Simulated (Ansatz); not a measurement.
Program: Ansatz. Geometries: PBE0-D4/def2-TZVP. ΔE: electronic, gas phase. CCSD(T)/CBS is the MP2 limit (def2-TZVPP, def2-QZVPP) plus CCSD(T) − MP2 in def2-TZVPP, frozen cores. DFT in def2-TZVPP. B3LYP here is the variant with VWN-RPA as its local correlation; programs differ in this. One conformer a species, not always the lowest.

`O[SiH](O)[O][AlH2]` + `C[NH][AlH2]` → `C[N]([AlH2])[AlH2]` + `O[SiH](O)O`  (ligand exchange at the Al–O bond)

```json
{"level": "r2SCAN-D4", "ΔE (kJ/mol)": "77.7"}
{"level": "B3LYP-D4", "ΔE (kJ/mol)": "81.7"}
{"level": "HF/def2-TZVPP", "ΔE (kJ/mol)": "97.2"}
{"level": "SCS-MP2/def2-TZVPP", "ΔE (kJ/mol)": "79.6"}
{"level": "CCSD(T)/def2-TZVPP", "ΔE (kJ/mol)": "76.7"}
{"level": "HF/def2-QZVPP", "ΔE (kJ/mol)": "98.5"}
{"level": "SCS-MP2/def2-QZVPP", "ΔE (kJ/mol)": "80.6"}
{"level": "HF/CBS(def2)", "ΔE (kJ/mol)": "98.7"}
```

Task: What does CCSD(T)/CBS give? (An estimate is asked.)

Result: Ansatz gave: +77.7 kJ/mol. The listed levels differ from it by 0.0, 4.0, 19.5, 1.9, -1.0, 20.8, 2.9, 21.0 kJ/mol.

Largest T1 diagnostic among the species: 0.012.

From PBE to PBE0 (25 % exact exchange), in def2-TZVPP and without D4, ΔE moves by +3.1 kJ/mol. In def2-TZVPP, CCSD(T) changes the Hartree–Fock value by −20.4 kJ/mol (the triples alone add −3.9 kJ/mol) and MP2 by −21.5 kJ/mol. The D4 term adds −4.0 kJ/mol with B3LYP and −2.0 kJ/mol with PBE0; it sums over pairs of atoms, weighted by their polarisabilities, and B3LYP, whose exchange is more repulsive, gets the larger term.
